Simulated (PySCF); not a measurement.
BrH3O3Ti, SMILES [OH][Ti]([OH])([Br])[OH], multiplicity 1. The structure is a stationary point at PBE-D3(BJ)/def2-SVP. The multiplicity is an assumed one; no other spin state was optimised. The structure was generated by enumeration; whether it is a known compound was not checked. The values are those of a single conformer.

### Question
Give the equilibrium geometry at PBE-D3(BJ)/def2-SVP (PySCF confirms it by a frequency run) as bond lengths and angles, and its point group. (Estimate from the structure and the level; the computed values follow.)

### Answer
One answer among several that fit: point group C3.
Atoms: Ti1 Br2 O3 H4 O5 H6 O7 H8. Bonds (Å): Ti1–Br2 2.399, Ti1–O3 1.787, Ti1–O5 1.787, Ti1–O7 1.787, O3–H4 0.974, O5–H6 0.974, O7–H8 0.974. Bond angles (°): Br2–Ti1–O3 109.2, Br2–Ti1–O5 109.2, Br2–Ti1–O7 109.2, O3–Ti1–O5 109.7, O3–Ti1–O7 109.7, O5–Ti1–O7 109.7, Ti1–O3–H4 128.8, Ti1–O5–H6 128.8, Ti1–O7–H8 128.8.
